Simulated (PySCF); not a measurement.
A species of formula C7H15NSi has this rotational fingerprint, computed with PBE0/pcSseg-1 in PySCF (dipole) on a GFN2-xTB geometry, gas phase:

```
Rotational constants : A = 2796, B = 949.6, C = 894.6 MHz
Dipole components    : |μa| = 0.87 D, |μb| = 0.01 D, |μc| = 0.59 D
Inertial defect      : -148.03 u·Å²
κ                    : -0.94
```

Task: Which candidate fits, each taken in the one conformer that was computed?
A. `[SiH3:1][NH:2][C@:3]12[CH2:4][CH2:5][C@H:6]([CH2:7][CH2:8]1)[CH2:9]2` with Si1–N2–C3–C4 -151°
B. `[CH3:1][C@H:2]1[CH2:3][Si@H:4]([NH:5][CH:6]2[CH2:7][CH2:8]2)[CH2:9]1` with C3–Si4–N5–C6 83°, Si4–N5–C6–C7 -73°, C1–C2–C3–Si4 104°, C2–C3–Si4–N5 120°, N5–C6–C7–C8 110°, C3–Si4–C9–C2 -11°
C. `[CH2:1]=[CH:2]/[C:3]([CH3:4])=[N:5]\[C@@H:6]([SiH3:7])[CH2:8][CH3:9]` with C1–C2–C3–C4 5°, C3–N5–C6–Si7 90°, N5–C6–C8–C9 67°

Result: A. It is [SiH3]N[C@]12CC[C@H](CC1)C2, a near-prolate asymmetric top, point group C1. The candidates at the same level (rigid rotor, commonest isotopes):

```
                     SMILES  A (MHz)  B (MHz)  C (MHz)  μa (D)  μb (D)  μc (D)  Δ (u·Å²)  point group                        rotor
[SiH3]N[C@]12CC[C@H](CC1)C2     2796    949.6    894.6    0.87    0.01    0.59   -148.03           C1  near-prolate asymmetric top
C=C/C(C)=N\[C@@H]([SiH3])CC     1636    863.3    693.3    1.12    0.27    1.10   -165.48           C1               asymmetric top
   C[C@H]1C[Si@H](NC2CC2)C1     3606    688.8    648.1    0.85    0.14    0.84    -94.07           C1  near-prolate asymmetric top
```

`C=C/C(C)=N\[C@@H]([SiH3])CC` has A 41 % too low; `C[C@H]1C[Si@H](NC2CC2)C1` has A 29 % too high. No structure here is proved a minimum.
